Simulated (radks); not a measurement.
Spherical quantum dot in the effective-mass picture: electrons in a parabolic well V = omega^2 r^2 / 2 with omega = 0.892, with a point charge +1 (a donor) at the centre, all in effective atomic units (hartree* = m*/eps^2 hartree, bohr* = eps/m* bohr), one dielectric constant everywhere. Method: non-relativistic Kohn-Sham, LDA (Slater exchange, Perdew-Wang correlation), spin-polarised, spherical densities; computed with a radial shooting solver with Libxc functionals. Levels are named by radial order and angular momentum (1s, 1p, 1d, 2s, ...), and open shells are averaged over m. Results are scaled to m* = 0.159 and eps = 11.8, for which hartree* = 31.07 meV and bohr* = 3.927 nm. Each electron was tried in the lowest free levels, single moves between levels near the top were tried too, and the lowest total energy was kept; such a search can miss a lower state. At N = 1 the Hartree and exchange-correlation terms need not cancel, so that row can carry a self-interaction error.

| N | open shells | 2S | E (meV) | mu = E(N) - E(N-1) (meV) | addition energy mu(N+1) - mu(N) (meV) | e(HOMO) (meV) |
|---|---|---|---|---|---|---|
| 1 | 1s(up 1, down 0) | 1 | 3.83703 | 3.8370 | 27.25 | 14.629 |
| 2 | none | 0 | 34.9195 | 31.082 | 52.43 | 40.950 |
| 3 | 1p(up 1, down 0) | 1 | 118.435 | 83.515 | 14.40 | 90.646 |
| 4 | 1p(up 2, down 0) | 2 | 216.351 | 97.917 | 14.49 | 105.19 |
| 5 | 1p(up 3, down 0) | 3 | 328.754 | 112.40 | 17.99 | 119.58 |
| 6 | 1p(up 3, down 1) | 2 | 459.145 | 130.39 | 13.01 | 136.86 |
| 7 | 1p(up 3, down 2) | 1 | 602.542 | 143.40 | 13.04 | 149.93 |
| 8 | none | 0 | 758.977 | 156.43 | 28.15 | 162.91 |
| 9 | 2s(up 1, down 0) | 1 | 943.566 | 184.59 | 13.40 | 190.56 |
| 10 | none | 0 | 1141.55 | 197.99 | 14.46 | 203.89 |
| 11 | 1d(up 1, down 0) | 1 | 1354.00 | 212.45 | 10.96 | 217.94 |
| 12 | 1d(up 2, down 0) | 2 | 1577.41 | 223.41 | 10.87 | 228.86 |
| 13 | 1d(up 3, down 0) | 3 | 1811.68 | 234.27 | 10.75 | 239.67 |
| 14 | 1d(up 4, down 0) | 4 | 2056.71 | 245.03 | 10.64 | 250.37 |
| 15 | 1d(up 5, down 0) | 5 | 2312.38 | 255.67 | 13.05 | 260.94 |
| 16 | 1d(up 5, down 1) | 4 | 2581.09 | 268.72 | 10.12 | 273.79 |
| 17 | 1d(up 5, down 2) | 3 | 2859.93 | 278.84 | 10.05 | 283.88 |
| 18 | 1d(up 5, down 3) | 2 | 3148.83 | 288.89 | 9.975 | 293.90 |
| 19 | 1d(up 5, down 4) | 1 | 3447.70 | 298.87 | 9.888 | 303.83 |
| 20 | none | 0 | 3756.46 | 308.76 | 25.60 | 313.67 |
| 21 | 1f(up 1, down 0) | 1 | 4090.82 | 334.36 | 9.153 | 338.95 |
| 22 | 1f(up 2, down 0) | 2 | 4434.33 | 343.51 | 9.096 | 348.07 |
| 23 | 1f(up 3, down 0) | 3 | 4786.94 | 352.61 | 9.036 | 357.14 |
| 24 | 1f(up 4, down 0) | 4 | 5148.59 | 361.65 | 8.973 | 366.14 |
| 25 | 1f(up 5, down 0) | 5 | 5519.21 | 370.62 | 8.910 | 375.09 |
| 26 | 1f(up 6, down 0) | 6 | 5898.74 | 379.53 | 8.847 | 383.96 |
| 27 | 1f(up 7, down 0) | 7 | 6287.12 | 388.38 | 10.93 | 392.78 |
| 28 | 1f(up 7, down 1) | 6 | 6686.43 | 399.31 | 8.577 | 403.61 |
| 29 | 1f(up 7, down 2) | 5 | 7094.32 | 407.89 | - | 412.16 |

All shells are closed at N = 2, 8, 10, 20 (there: 1s2 1p6 1d10 2s2); the second difference of the energy has clear peaks (12 % above both neighbours; the first and last values, which can be the largest, are not judged, and half-filled shells can peak too) at N = 2, 5, 8, 15, 20, 27.
